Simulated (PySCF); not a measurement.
Geometry:
```tsv
atom	x (Å)	y (Å)	z (Å)
Cl1	1.926	1.585	-1.382
C2	2.085	0.408	-0.050
C3	0.745	-0.183	0.358
C4	-0.283	0.864	0.832
C5	-1.632	0.451	0.220
C6	-1.417	-0.969	-0.305
C7	0.036	-0.947	-0.765
H8	2.761	-0.370	-0.407
H9	2.546	0.943	0.780
H10	0.957	-0.880	1.177
H11	-0.331	0.887	1.921
H12	0.003	1.857	0.490
H13	-1.881	1.110	-0.611
H14	-2.443	0.501	0.945
H15	-1.540	-1.694	0.502
H16	-2.109	-1.225	-1.105
H17	0.119	-0.388	-1.698
H18	0.451	-1.943	-0.915
```

Geometry: GFN2-xTB; GIAO shifts from PySCF, gas phase, non-relativistic, averaged over equivalent atoms.

At WP04/pcSseg-0 (89 basis functions, 12 s wall time on 1 thread of an Intel Xeon, shared host):
```tsv
atoms	δ (ppm)
C2	60.8
C3	47.8
C4/C7	34.4
C5/C6	32.6
H8/H9	3.50
H10	1.86
H12/H17	1.81
H13/H16	1.62
H14/H15	1.51
H11/H18	1.46
```

Shifts are taken against calculated references (same method and geometry level): ¹³C (σ = 185.21 ppm) and ¹H (σ = 33.47 ppm) vs TMS.

Question: Predict the values at PBE0/IGLO-II on the same geometry.

Answer: 
```tsv
atoms	δ at PBE0/IGLO-II	change
C2	53.5	-7.3
C3	45.9	-1.9
C4/C7	30.9	-3.5
C5/C6	30.5	-2.1
H8/H9	3.82	+0.32
H10	2.38	+0.52
H12/H17	2.07	+0.26
H13/H16	1.79	+0.17
H14/H15	1.68	+0.17
H11/H18	1.60	+0.14
```

Chemical shifts δ = σref − σ; ¹³C (189.02 ppm), ¹H (32.10 ppm) against TMS, all at this level.

The largest change is at C2 (sp3 CH2 bonded to Cl). Cost: 233 basis functions, 54 s wall time on 1 thread of an Intel Xeon, shared host. The order of the carbon signals is the same at both levels.

Carbons that carry Cl, above all several Cl atoms, come out too deshielded, partly because spin–orbit coupling is missing.
